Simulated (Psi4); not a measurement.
C$_{2}$H$_{5}$S (SMILES [CH2]SC), doublet, at a GFN2-xTB geometry; MP2/STO-3G (Psi4).

Here is a job for Psi4.
```
memory 2 GB

molecule {
0 2
C     0.00596101    1.31810472   -0.60732876
S    -0.17114785    0.11511586    0.58372680
C     0.22202030   -1.37363243   -0.38519703
H     0.71061926    1.15790413   -1.39965789
H    -0.22649668    2.31627681   -0.29702164
H     0.13226791   -2.22530445    0.28055238
H    -0.48349098   -1.45937936   -1.20603518
H     1.23757816   -1.29818465   -0.76231178
}

set {
  basis sto-3g
  reference uhf
  freeze_core true
}

energy('mp2')
print_variables()
```

Output, abridged:

```
    SCF Algorithm Type (re)set to DF.

   => Loading Basis Set <=

    Name: STO-3G
    Role: ORBITAL
    Keyword: BASIS

         ---------------------------------------------------------
                                   SCF
               by Justin Turney, Rob Parrish, Andy Simmonett
                          and Daniel G. A. Smith
                              UHF Reference
         ---------------------------------------------------------

  ==> Geometry <==

    Molecular point group: c1
    Full point group: C1

    Geometry (in Angstrom), charge = 0, multiplicity = 2:

       Center              X                  Y                   Z               Mass
    ------------   -----------------  -----------------  -----------------  -----------------
         C            0.028169619255     1.293622870922    -0.662100470567    12.000000000000
         S           -0.148939240745     0.090634010922     0.528955089433    31.972071174400
         C            0.244228909255    -1.398114279078    -0.439968740567    12.000000000000
         H            0.732827869255     1.133422280922    -1.454429600567     1.007825032230
         H           -0.204288070745     2.291794960922    -0.351793350567     1.007825032230
         H            0.154476519255    -2.249786299078     0.225780669433     1.007825032230
         H           -0.461282370745    -1.483861209078    -1.260806890567     1.007825032230
         H            1.259786769255    -1.322666499078    -0.817083490567     1.007825032230

  Running in c1 symmetry.

  Rotational constants: A =      0.68835  B =      0.27299  C =      0.20399 [cm^-1]
  Rotational constants: A =  20636.30280  B =   8184.11423  C =   6115.49848 [MHz]
  Nuclear repulsion =  104.340281373454914

  Charge       = 0
  Multiplicity = 2
  Electrons    = 33
  Nalpha       = 17
  Nbeta        = 16

  ==> Algorithm <==

  SCF Algorithm Type is DF.
  DIIS enabled.
  MOM disabled.
  Fractional occupation disabled.
  Guess Type is SAD.
  Energy threshold   = 1.00e-08
  Density threshold  = 1.00e-08
  Integral threshold = 1.00e-12

  ==> Primary Basis <==

  Basis Set: STO-3G
    Blend: STO-3G
    Number of shells: 16
    Number of basis functions: 24
    Number of Cartesian functions: 24
    Spherical Harmonics?: true
    Max angular momentum: 1

   => Loading Basis Set <=

    Name: (STO-3G AUX)
    Role: JKFIT
    Keyword: DF_BASIS_SCF

  ==> Integral Setup <==

  SCF_SUBTYPE=INCORE selected. In-core MEM_DF algorithm will be used.
[...]
  @DF-UHF Final Energy:  -470.84260137662687
    Total Energy =                       -470.8426013766268738
[...]
 Magnitude           :                                                    0.3278841

 ------------------------------------------------------------------------------------

  //>>>>>>>>>>>>>>>>>>>>>>>>>>>>>>>>>>>//
  //               DFMP2               //
  //<<<<<<<<<<<<<<<<<<<<<<<<<<<<<<<<<<<//

   => Loading Basis Set <=

    Name: (STO-3G AUX)
    Role: RIFIT
    Keyword: DF_BASIS_MP2

	 --------------------------------------------------------
	                          DF-MP2
	      2nd-Order Density-Fitted Moller-Plesset Theory

	        Rob Parrish, Justin Turney, Andy Simmonett,
	           Ed Hohenstein, and C. David Sherrill
	 --------------------------------------------------------

	 --------------------------------------------------------
	                 NBF =    24, NAUX =   228
	 --------------------------------------------------------
	   CLASS    FOCC     OCC    AOCC    AVIR     VIR    FVIR
	   ALPHA       7      17      10       7       7       0
	    BETA       7      16       9       8       8       0
	 --------------------------------------------------------

	-----------------------------------------------------------
	 ==================> DF-MP2 Energies <====================
	-----------------------------------------------------------
	 Reference Energy          =    -470.8426013766268738 [Eh]
	 Singles Energy            =      -0.0000000000000000 [Eh]
	 Same-Spin Energy          =      -0.0116392481530337 [Eh]
	 Opposite-Spin Energy      =      -0.1022518425484548 [Eh]
	 Correlation Energy        =      -0.1138910907014884 [Eh]
	 Total Energy              =    -470.9564924673283599 [Eh]
	-----------------------------------------------------------
	 ================> DF-SCS-MP2 Energies <==================
	-----------------------------------------------------------
	 SCS Same-Spin Scale       =       0.3333333333333333 [-]
	 SCS Opposite-Spin Scale   =       1.2000000000000000 [-]
	 SCS Same-Spin Energy      =      -0.0038797493843446 [Eh]
	 SCS Opposite-Spin Energy  =      -0.1227022110581457 [Eh]
	 SCS Correlation Energy    =      -0.1265819604424903 [Eh]
	 SCS Total Energy          =    -470.9691833370693530 [Eh]
	-----------------------------------------------------------

  Variable Map:
  ----------------------------------------------------------------------------
[...]
  Array Variable Map:
  ----------------------------------------------------------------------------
[...]
[...]
```
